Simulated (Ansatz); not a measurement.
`C[NH2+][AlH-]([CH3])[CH3]`, charge 0, multiplicity 1.

(1) Give a relaxed structure at PBE0-D4/def2-TZVP (Ansatz). (An estimate is asked.)

## Answers

(1) Ansatz gave: 
Z-matrix (Å, degrees):
```
C
N 1 1.469
H 1 1.089 2 108.8
H 1 1.092 2 112.4 3 121.2
H 1 1.089 2 108.8 3 -117.6
Al 2 2.062 1 115.6 3 58.8
H 2 1.016 1 110.4 3 -62.7
H 2 1.016 1 110.4 3 -179.7
C 6 1.979 2 101.7 1 -61.0
C 6 1.979 2 101.7 1 61.0
H 6 1.614 2 96.7 1 180.0
H 9 1.096 6 113.0 2 -53.2
H 9 1.096 6 113.3 2 69.4
H 9 1.096 6 110.3 2 -171.7
H 10 1.096 6 110.3 2 171.6
H 10 1.096 6 113.0 2 53.1
H 10 1.096 6 113.3 2 -69.5
```
Point group Cs.
This is one stationary point; other conformers may exist.
